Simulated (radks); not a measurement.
Sb XXXII, configuration [Ar] 3d2. Method: scalar-relativistic Kohn-Sham, LDA (Slater exchange, Perdew-Zunger correlation), spin-polarised, spherical densities, finite nucleus; open shells are filled with parallel spins first (spin-orbit coupling, left out, can overturn this in heavy ions); Fermi nuclear charge, rms radius 4.6802 fm; computed with a radial shooting solver on a logarithmic mesh with Libxc functionals.

Local quantities along the radius. ELF = 1/(1 + alpha^2) is the electron localisation function; alpha = (tau - tau_W)/tau_unif compares the Pauli kinetic energy density with that of the uniform gas (summed over spins); r v_xc is r times the local exchange-correlation potential of spin up (hartree bohr); 4 pi r^2 rho is in e/bohr; -r V(r) is the screened charge that the Kohn-Sham potential of spin up presents (atomic units). tau is taken from the large components.

| r (bohr) | ELF | alpha | r v_xc | 4 pi r^2 rho | -r V(r) |
|---|---|---|---|---|---|
| 0.001787 | 0.999 | 0.02435 | -0.08563 | 4.567 | 50.64 |
| 0.002272 | 0.999 | 0.02547 | -0.1059 | 6.787 | 50.54 |
| 0.002888 | 0.999 | 0.02734 | -0.1303 | 9.949 | 50.41 |
| 0.003672 | 0.999 | 0.03025 | -0.1595 | 14.34 | 50.25 |
| 0.004668 | 0.999 | 0.03473 | -0.1937 | 20.22 | 50.04 |
| 0.005934 | 0.998 | 0.04166 | -0.2333 | 27.75 | 49.78 |
| 0.007483 | 0.997 | 0.05226 | -0.2761 | 36.46 | 49.47 |
| 0.009513 | 0.995 | 0.07044 | -0.3241 | 46.35 | 49.07 |
| 0.01209 | 0.990 | 0.1027 | -0.3738 | 55.85 | 48.58 |
| 0.01537 | 0.974 | 0.1639 | -0.4219 | 63.05 | 47.98 |
| 0.01954 | 0.923 | 0.2883 | -0.4646 | 66.05 | 47.27 |
| 0.02484 | 0.771 | 0.5454 | -0.4991 | 64.23 | 46.42 |
| 0.03158 | 0.499 | 1.003 | -0.5285 | 59.72 | 45.44 |
| 0.04015 | 0.331 | 1.423 | -0.5666 | 57.62 | 44.32 |
| 0.05104 | 0.389 | 1.252 | -0.6329 | 62.83 | 43.06 |
| 0.06489 | 0.618 | 0.7860 | -0.7262 | 74.18 | 41.68 |
| 0.08249 | 0.783 | 0.5268 | -0.8150 | 81.54 | 40.20 |
| 0.1049 | 0.780 | 0.5310 | -0.8600 | 73.53 | 38.69 |
| 0.1333 | 0.494 | 1.012 | -0.8497 | 52.67 | 37.20 |
| 0.1695 | 0.198 | 2.010 | -0.8475 | 37.49 | 35.77 |
| 0.2154 | 0.408 | 1.205 | -0.9382 | 38.87 | 34.47 |
| 0.2739 | 0.782 | 0.5278 | -1.036 | 42.05 | 33.35 |
| 0.3454 | 0.845 | 0.4279 | -1.011 | 31.08 | 32.52 |
| 0.4391 | 0.728 | 0.6120 | -0.8275 | 13.04 | 31.95 |
| 0.5582 | 0.311 | 1.488 | -0.5494 | 2.774 | 31.57 |
| 0.7096 | 0.023 | 6.525 | -0.2865 | 0.2585 | 31.29 |
| 0.902 | 0.000 | 58.10 | -0.1124 | 0.008719 | 31.11 |

On this mesh the ELF has minima near r = 0.040, 0.17 bohr, which separate the shells, and maxima near 0.093 (0.80), 0.35 (0.85).
